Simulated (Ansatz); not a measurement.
Input for Ansatz (a program for electronic structure): R-CCSD(T)/aug-cc-pV(T+d)Z on CHCl (SMILES [CH]Cl), atoms moved off the minimum. Files ending in .json are basis or fitting sets from the Basis Set Exchange.

Ansatz 0.2 input:
```yaml
crystal:
  periodic: [false, false, false]
  atoms:
    - {symbol: C, position_ang: [-1.08324167, 0.68808436, 0.14807392]}
    - {symbol: Cl, position_ang: [0.41616083, -0.31446187, 0.09566234]}
    - {symbol: H, position_ang: [-1.69719379, -0.41929499, -0.05852574]}
basis:
  gaussian:
    orbitals: aug-cc-pV_T+d_Z.json
magnetization: {spin_polarized: false}
correlation: {method: ccsd_t, electrons: outside_noble_gas}
scf: {lower_state_search: off}
output: {forces: true}
```

Program output:

```
WARN ansatz: RAYON_NUM_THREADS=1 ignored (pool sized by the plan → 1); use --threads N
Functional definition: HF
these checks for a lower state are left out or cut short: starts, cluster_reference, orbital_swaps, neighbouring_geometries, increment
integrals: 0.20 GiB planned
728 factors; integrals over basis functions are off by at most 8.5e-4 eV
mean field: 0.21 GiB planned
mean field evaluation 1: about -13545.8344 eV, gradient 1.2e1 eV
mean field evaluation 2: about -13545.8357 eV, gradient 1.2e1 eV
mean field evaluation 4: about -13546.4891 eV, gradient 2.3e0 eV
mean field evaluation 8: about -13546.5390 eV, gradient 1.7e-3 eV
mean field -13546.53895712 eV, -497.8261245003 hartree, gradient 2.7e-6 eV, S^2 0.000000; 0 other end points of the search recorded, 0 dependent functions left out; unrestricted orbitals would lower it
6 core orbitals not correlated
reference -13546.53895712 eV, -497.8261245003 hartree; 6, 6 occupied and 112, 112 virtual orbitals, 728 factors
densities: 0.82 GiB planned
second order -9.23030534 eV of doubles, -0.00000000 eV of singles
coupled cluster: 0.52 GiB planned
cycle   1  -9.70206104 eV  change   -4.7e-1 eV  update   9.4e-2
cycle   2  -10.00737592 eV  change   -3.1e-1 eV  update   3.5e-2
cycle   3  -10.13164319 eV  change   -1.2e-1 eV  update   2.5e-2
cycle   4  -10.12534982 eV  change    6.3e-3 eV  update   8.7e-3
cycle   5  -10.12506796 eV  change    2.8e-4 eV  update   3.9e-3
cycle   6  -10.12567428 eV  change   -6.1e-4 eV  update   1.4e-3
cycle   7  -10.12526358 eV  change    4.1e-4 eV  update   4.5e-4
cycle   8  -10.12526734 eV  change   -3.8e-6 eV  update   1.8e-4
cycle   9  -10.12524358 eV  change    2.4e-5 eV  update   6.9e-5
cycle  10  -10.12520263 eV  change    4.1e-5 eV  update   2.5e-5
cycle  11  -10.12521788 eV  change   -1.5e-5 eV  update   1.0e-5
cycle  12  -10.12521655 eV  change    1.3e-6 eV  update   4.4e-6
cycle  13  -10.12521830 eV  change   -1.8e-6 eV  update   1.8e-6
perturbative correction -0.53132298 eV, -0.0195257592 hartree
the calculation of the forces begins
mean field evaluation 16: about -13546.5390 eV, gradient 2.7e-6 eV
Total energy: -13557.19549840 eV, -498.2177451689 hartree
Atom 0 at    -1.083242     0.688084     0.148074 Å, force    -0.081617    -4.415523    -0.668773 eV/Å
Atom 1 at     0.416161    -0.314462     0.095662 Å, force    -0.256936     1.227244     0.167561 eV/Å
Atom 2 at    -1.697194    -0.419295    -0.058526 Å, force     0.338553     3.188279     0.501212 eV/Å
Dipole moment:    -0.062014    -0.215839    -0.036492 e Å
Checks for a lower state left out: starts, cluster_reference, orbital_swaps, neighbouring_geometries, increment
```

The calculation finished and met its thresholds.

Cost: roughly 24 core-seconds.
